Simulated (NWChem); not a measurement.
Everything below was run with NWChem. System: HF₂GaS, charge 0, spin multiplicity 1, at a geometry optimised with PBE/def2-SVP. The structure started from a generated list of species. Level: RHF/def2-TZVP.

The NWChem input:

```
start mol
memory heap 200 mb stack 800 mb global 1000 mb
geometry units angstroms nocenter noautoz
  Ga    -0.200436    -0.236451     0.000000
  F      0.190322    -1.948690     0.000000
  F     -1.916185     0.155348     0.000000
  S      1.335604     1.323459     0.000000
  H      0.376626     2.294709     0.000000
  symmetry group Cs
end
basis spherical
  * library def2-tzvp
end
scf
  rhf
  nopen 0
  maxiter 100
  thresh 1e-7
  semidirect memsize 60000000 filesize 0
end
task scf energy
```

Output (cleaned and shortened):

```
             Northwest Computational Chemistry Package (NWChem) 7.3.0
             --------------------------------------------------------

                                NWChem Input Module
                                -------------------

 Scaling coordinates for geometry "geometry" by  1.889725989
 (inverse scale =  0.529177249)

 Turning off AUTOSYM since
 SYMMETRY directive was detected!

                             Geometry "geometry" -> ""
                             -------------------------

 Output coordinates in angstroms (scale by  1.889725989 to convert to a.u.)

  No.       Tag          Charge          X              Y              Z
 ---- ---------------- ---------- -------------- -------------- --------------
    1 Ga                  31.0000    -0.20043600    -0.23645100     0.00000000
    2 F                    9.0000     0.19032200    -1.94869000     0.00000000
    3 F                    9.0000    -1.91618500     0.15534800     0.00000000
    4 S                   16.0000     1.33560400     1.32345900     0.00000000
    5 H                    1.0000     0.37662600     2.29470900     0.00000000

 Effective nuclear repulsion energy (a.u.)     361.4412993592

            Nuclear Dipole moment (a.u.)
            ----------------------------
        X                 Y               Z
 ---------------- ---------------- ----------------
     0.0000132281    -0.0000113384     0.0000000000

      Symmetry information
      --------------------

 Group name             Cs
 Group number              2
 Group order               2
 No. of unique centers     5

      Symmetry unique atoms

     1    2    3    4    5


 Summary of "ao basis" -> "" (spherical)
 ------------------------------------------------------------------------------
       Tag                 Description            Shells   Functions and Types
 ---------------- ------------------------------  ------  ---------------------
 *                         def2-tzvp                  on all atoms

 Summary of "ao basis" -> "ao basis" (spherical)
 ------------------------------------------------------------------------------
       Tag                 Description            Shells   Functions and Types
 ---------------- ------------------------------  ------  ---------------------
 Ga                        def2-tzvp                16       48   6s5p4d1f
 F                         def2-tzvp                11       31   5s3p2d1f
 S                         def2-tzvp                13       37   5s5p2d1f
 H                         def2-tzvp                 4        6   3s1p

                                 NWChem SCF Module
                                 -----------------

  ao basis        = "ao basis"
  functions       =   153
  atoms           =     5
  closed shells   =    33
  open shells     =     0
  charge          =   0.00
  wavefunction    = RHF
  use symmetry    = T
  symmetry adapt  = T

 Summary of "ao basis" -> "ao basis" (spherical)
 ------------------------------------------------------------------------------
       Tag                 Description            Shells   Functions and Types
 ---------------- ------------------------------  ------  ---------------------
 Ga                        def2-tzvp                16       48   6s5p4d1f
 F                         def2-tzvp                11       31   5s3p2d1f
 S                         def2-tzvp                13       37   5s5p2d1f
 H                         def2-tzvp                 4        6   3s1p

      Symmetry analysis of basis
      --------------------------

        a'        104
        a"         49

 Forming initial guess at       0.1s

      Superposition of Atomic Density Guess
      -------------------------------------

 Sum of atomic energies:       -2520.04015156

      Non-variational initial energy
      ------------------------------

 Total energy =   -2520.344196
 1-e energy   =   -4234.627533
 2-e energy   =    1352.842037
 HOMO         =      -0.340179
 LUMO         =      -0.068106

      Symmetry analysis of molecular orbitals - initial
      -------------------------------------------------

  Numbering of irreducible representations:

     1 a'          2 a"

  Orbital symmetries:

     1 a'          2 a'          3 a'          4 a'          5 a'
     6 a"          7 a'          8 a'          9 a'         10 a'
    11 a'         12 a"         13 a'         14 a'         15 a'
    16 a"         17 a'         18 a'         19 a'         20 a'
    21 a"         22 a"         23 a'         24 a'         25 a'
    26 a'         27 a"         28 a'         29 a"         30 a'
    31 a'         32 a'         33 a"         34 a'         35 a"
    36 a'         37 a'         38 a'         39 a'         40 a'
    41 a"         42 a"         43 a'

 Starting SCF solution at       5.9s

 ----------------------------------------------
         Quadratically convergent ROHF

 Convergence threshold     :          1.000E-07
 Maximum no. of iterations :          100
 Final Fock-matrix accuracy:          1.000E-09
 ----------------------------------------------

              iter       energy          gnorm     gmax       time
             ----- ------------------- --------- --------- --------
                 1    -2520.3704869206  1.38D+00  2.39D-01      6.2
                 2    -2520.4633296409  3.46D-01  7.51D-02      6.6
                 3    -2520.4729444032  3.14D-02  8.51D-03      7.3
                 4    -2520.4730972165  4.27D-04  1.32D-04      8.3
                 5    -2520.4730972575  1.70D-07  3.45D-08     10.0
                 6    -2520.4730972575  7.12D-09  2.25D-09     10.8

       Final RHF  results
       ------------------

         Total SCF energy =  -2520.473097257478
      One-electron energy =  -4235.427041548508
      Two-electron energy =   1353.512644931867
 Nuclear repulsion energy =    361.441299359164

        Time for solution =      4.9s

       Symmetry analysis of molecular orbitals - final
       -----------------------------------------------

  Numbering of irreducible representations:

     1 a'          2 a"

  Orbital symmetries:

     1 a'          2 a'          3 a'          4 a"          5 a'
     6 a'          7 a'          8 a'          9 a'         10 a'
    11 a'         12 a"         13 a'         14 a"         15 a'
    16 a'         17 a'         18 a'         19 a'         20 a"
    21 a"         22 a'         23 a'         24 a'         25 a'
    26 a'         27 a'         28 a"         29 a"         30 a'
    31 a'         32 a'         33 a"         34 a'         35 a"
    36 a'         37 a'         38 a'         39 a'         40 a'
    41 a"         42 a"         43 a'

             Final eigenvalues
             -----------------

              1
    1 -378.8848
    2  -91.9904
    3  -48.2320
    4  -42.5629
    5  -42.5586
    6  -42.5585
    7  -26.2624
    8  -26.2616
    9   -8.9952
   10   -6.6761
   11   -6.6757
   12   -6.6749
   13   -6.4659
   14   -4.5645
   15   -4.5580
   16   -4.5574
   17   -1.5445
   18   -1.5404
   19   -1.2751
   20   -1.2749
   21   -1.2744
   22   -1.2689
   23   -1.2621
   24   -0.9859
   25   -0.6939
   26   -0.6432
   27   -0.6318
   28   -0.6289
   29   -0.6151
   30   -0.6095
   31   -0.5700
   32   -0.4828
   33   -0.4205
   34    0.0581
   35    0.0693
   36    0.1174
   37    0.1504
   38    0.1758
   39    0.2580
   40    0.2879
   41    0.2953
   42    0.2980
   43    0.3222

                       ROHF Final Molecular Orbital Analysis
                       -------------------------------------

 Vector   31  Occ=2.000000D+00  E=-5.699867D-01  Symmetry=a'
              MO Center=  9.5D-01,  1.2D+00,  1.1D-14, r^2= 2.4D+00
   Bfn.  Coefficient  Atom+Function         Bfn.  Coefficient  Atom+Function
  ----- ------------  ---------------      ----- ------------  ---------------
   126      0.320607  4 S  py               149      0.251537  5 H  s
   125     -0.204725  4 S  px               114     -0.179135  4 S  s
   115     -0.167557  4 S  s

 Vector   32  Occ=2.000000D+00  E=-4.828083D-01  Symmetry=a'
              MO Center=  1.0D+00,  1.0D+00, -1.4D-14, r^2= 2.5D+00
   Bfn.  Coefficient  Atom+Function         Bfn.  Coefficient  Atom+Function
  ----- ------------  ---------------      ----- ------------  ---------------
   125      0.374307  4 S  px               128      0.226101  4 S  px
   126      0.213317  4 S  py                 5     -0.195776  1 Ga s
   114      0.186161  4 S  s                122      0.169010  4 S  px
   115      0.164036  4 S  s                 17     -0.152286  1 Ga py

 Vector   33  Occ=2.000000D+00  E=-4.204736D-01  Symmetry=a"
              MO Center=  1.2D+00,  1.2D+00,  4.6D-15, r^2= 1.7D+00
   Bfn.  Coefficient  Atom+Function         Bfn.  Coefficient  Atom+Function
  ----- ------------  ---------------      ----- ------------  ---------------
   127      0.512825  4 S  pz               130      0.357462  4 S  pz
   124      0.223765  4 S  pz               118     -0.180242  4 S  pz

 Vector   34  Occ=0.000000D+00  E= 5.807019D-02  Symmetry=a'
              MO Center= -2.3D-02,  6.5D-02,  1.1D-13, r^2= 4.8D+00
   Bfn.  Coefficient  Atom+Function         Bfn.  Coefficient  Atom+Function
  ----- ------------  ---------------      ----- ------------  ---------------
     6      1.397959  1 Ga s                115     -0.525098  4 S  s
   128      0.382389  4 S  px                84     -0.328314  3 F  s
    53     -0.305535  2 F  s                129      0.274298  4 S  py
   150      0.250661  5 H  s                  5      0.193379  1 Ga s
     4     -0.179834  1 Ga s                 91     -0.177069  3 F  px

 Vector   35  Occ=0.000000D+00  E= 6.932497D-02  Symmetry=a"
              MO Center= -7.7D-02, -1.0D-01, -3.1D-14, r^2= 4.9D+00
   Bfn.  Coefficient  Atom+Function         Bfn.  Coefficient  Atom+Function
  ----- ------------  ---------------      ----- ------------  ---------------
    21      0.962929  1 Ga pz               130     -0.361014  4 S  pz
    18      0.297264  1 Ga pz                93     -0.150304  3 F  pz

 Vector   36  Occ=0.000000D+00  E= 1.173783D-01  Symmetry=a'
              MO Center=  8.1D-01,  1.4D+00, -8.0D-15, r^2= 4.6D+00
   Bfn.  Coefficient  Atom+Function         Bfn.  Coefficient  Atom+Function
  ----- ------------  ---------------      ----- ------------  ---------------
   150      1.503716  5 H  s                115     -1.043916  4 S  s
   129     -0.665108  4 S  py               128      0.510181  4 S  px
    19      0.342644  1 Ga px                 5     -0.206253  1 Ga s

 center of mass
 --------------
 x =  -0.04757637 y =  -0.07755700 z =   0.00000000

 moments of inertia (a.u.)
 ------------------
         491.121929773408        -170.718262092313           0.000000000000
        -170.718262092313         465.317411231525           0.000000000000
           0.000000000000           0.000000000000         956.439341004934

  Mulliken analysis of the total density
  --------------------------------------

    Atom       Charge   Shell Charges
 -----------   ------   -------------------------------------------------------
    1 Ga  31    29.87   2.00  2.00  1.16  0.81  0.57  0.11  5.98  4.44  1.56  0.74  0.10  8.92  1.13  0.10  0.14  0.10
    2 F    9     9.48   0.77  1.20  0.59  1.01  0.36  2.23  2.27  1.05  0.00  0.01  0.00
    3 F    9     9.48   0.77  1.20  0.59  1.00  0.36  2.23  2.27  1.05  0.00  0.01  0.00
    4 S   16    16.35   2.01  0.49  1.48  1.05  0.80  4.18  1.69  0.87  2.41  1.28  0.03  0.06  0.01
    5 H    1     0.82   0.22  0.48  0.09  0.03

       Multipole analysis of the density wrt the origin
       ------------------------------------------------

     L   x y z        total         open         nuclear
     -   - - -        -----         ----         -------
     0   0 0 0      0.000000      0.000000     66.000000

     1   1 0 0      0.367857      0.000000      0.000013
     1   0 1 0      0.816524      0.000000     -0.000011
     1   0 0 1     -0.000000      0.000000      0.000000

     2   2 0 0    -34.213276      0.000000    226.050353
     2   1 1 0      0.095721      0.000000     87.842206
     2   1 0 1      0.000000      0.000000      0.000000
     2   0 2 0    -31.209270      0.000000    247.893649
     2   0 1 1      0.000000      0.000000      0.000000
     2   0 0 2    -27.062333      0.000000      0.000000

 Task  times  cpu:       10.9s     wall:       10.9s

 Total times  cpu:       10.9s     wall:       10.9s
```
